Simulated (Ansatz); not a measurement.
Consider the atomization: `OB(F)S[SiH3]` → B• + F• + 4 H• + O• + S• + Si•.

Calculated with Ansatz (gas phase, PBE0-D4/def2-TZVP geometries, no zero-point term in ΔE). CCSD(T)/CBS adds triple-zeta CCSD(T) − MP2 to the extrapolated MP2 energy (def2 sets, frozen cores). This one scheme is used for every species, atoms too. No spin–orbit coupling; open shells (•) take unrestricted orbitals. Spin–orbit coupling would lower the free atoms: a little for B, F, O, S, Si. One conformer a species, not always the lowest.

`OB(F)S[SiH3]`:

```xyz
9

O     1.062    0.189    1.144
B     1.469    0.147   -0.146
F     2.763    0.266   -0.441
S     0.296   -0.068   -1.508
Si   -1.523   -0.187   -0.369
H     1.783    0.308    1.769
H    -1.503   -1.351    0.549
H    -2.585   -0.368   -1.388
H    -1.761    1.063    0.390
```

```
         level  ΔE (kJ/mol)
 HF/def2-QZVPP       2512.4
CCSD/CBS(def2)       3318.9
```

(1) What does CCSD(T)/CBS give? (Best estimate.)

Largest T1 diagnostic among the species: 0.014.

Answers

(1) Ansatz gave: +3370.2 kJ/mol. The listed levels differ from it by -857.8, -51.3 kJ/mol.

In def2-TZVPP, CCSD(T) changes the Hartree–Fock value by +769.6 kJ/mol (the triples alone add +51.3 kJ/mol) and MP2 by +855.2 kJ/mol; breaking electron pairs costs correlation energy, which Hartree–Fock lacks. From PBE to PBE0 (25 % exact exchange), in def2-TZVPP and without D4, ΔE moves by −57.8 kJ/mol: exact exchange takes away binding that semilocal exchange gives to molecules.

For atomizations the MP2-based limit and the directly extrapolated one differ by several kJ/mol either way, and by 10 to 25 for some Ge, Se and Sn compounds, so smaller differences from it don't rank the levels.
